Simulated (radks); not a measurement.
The niobium ion Nb2+, configuration [Kr] 4d3 (the NIST ground configuration). Method: Dirac Kohn-Sham, PBEsol, spin-unpolarised, spherical densities, point nucleus; open shells are shared between the two j in proportion to 2j + 1; computed with a radial shooting solver on a logarithmic mesh with Libxc functionals.

Unscreened Slater integrals over Kohn-Sham orbitals (hartree). Large and small components are both included.

integral           value
F0(4d5/2,4d5/2)  0.48903
F2(4d5/2,4d5/2)  0.24379
F4(4d5/2,4d5/2)  0.15832
F0(4d5/2,4d3/2)  0.49104
F2(4d5/2,4d3/2)  0.24478
G2(4d5/2,4d3/2)  0.24471
G4(4d5/2,4d3/2)  0.15892
F0(4d5/2,4p3/2)  0.56536
F2(4d5/2,4p3/2)  0.26999
G1(4d5/2,4p3/2)  0.33163
G3(4d5/2,4p3/2)  0.20114
F0(4d5/2,4p1/2)  0.56952
G3(4d5/2,4p1/2)  0.19826
F0(4d3/2,4d3/2)  0.49308
F2(4d3/2,4d3/2)  0.24579
F0(4d3/2,4p3/2)  0.56853
F2(4d3/2,4p3/2)  0.27247
G1(4d3/2,4p3/2)  0.33572
G3(4d3/2,4p3/2)  0.20365
F0(4d3/2,4p1/2)  0.57278
G1(4d3/2,4p1/2)  0.33138
F0(4p3/2,4p3/2)  0.69232
F2(4p3/2,4p3/2)  0.36364
F0(4p3/2,4p1/2)  0.70031
G2(4p3/2,4p1/2)  0.36720
F0(4p1/2,4p1/2)  0.70865
